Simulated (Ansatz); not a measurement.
C$_{2}$H$_{4}$F$_{3}$InO, SMILES `FC(F)(F)C[O][InH2]`, relaxed with RKS PBE0-D4/def2-TZVP in the Gaussian-basis code of Ansatz from a GFN2-xTB geometry. The force threshold is 0.005 eV/Å; the program also tests the step.

The species carries charge 0 and has multiplicity 1. In: def2 effective core potential.

Start:

```xyz
11

F     0.726   -1.158   -0.864
C    -0.264   -1.106    0.061
F    -0.568   -2.360    0.373
F    -1.328   -0.602   -0.622
C     0.114   -0.234    1.242
O     0.347    1.060    0.839
In    0.228    1.563   -1.135
H     1.006   -0.688    1.700
H    -0.719   -0.285    1.960
H     1.611    1.331   -2.084
H    -1.153    2.479   -1.470
```

(1) By how much does the energy fall, and how many steps does the optimiser take? (Estimate.)

(2) Which bonds change most? (Best estimate.)

(3) Give the relaxed structure. (An estimate is asked.)

Results:

(1) Ansatz gave: 26.48 kJ/mol, in 20 steps, 1 of them rejected.

(2) Computed: F1–C2 from 1.356 to 1.332 Å; O6–In7 from 2.041 to 2.018 Å; In7–H11 from 1.691 to 1.708 Å; C2–F3 from 1.327 to 1.335 Å.

(3) Ansatz gave: 
```xyz
11

F     0.821   -2.102   -0.245
C    -0.216   -1.355    0.132
F    -1.098   -2.153    0.740
F    -0.805   -0.911   -1.011
C     0.184   -0.186    1.010
O     0.986    0.701    0.327
In    0.201    1.857   -1.130
H     0.717   -0.609    1.872
H    -0.758    0.247    1.383
H     1.407    2.286   -2.249
H    -1.439    2.225   -0.830
```
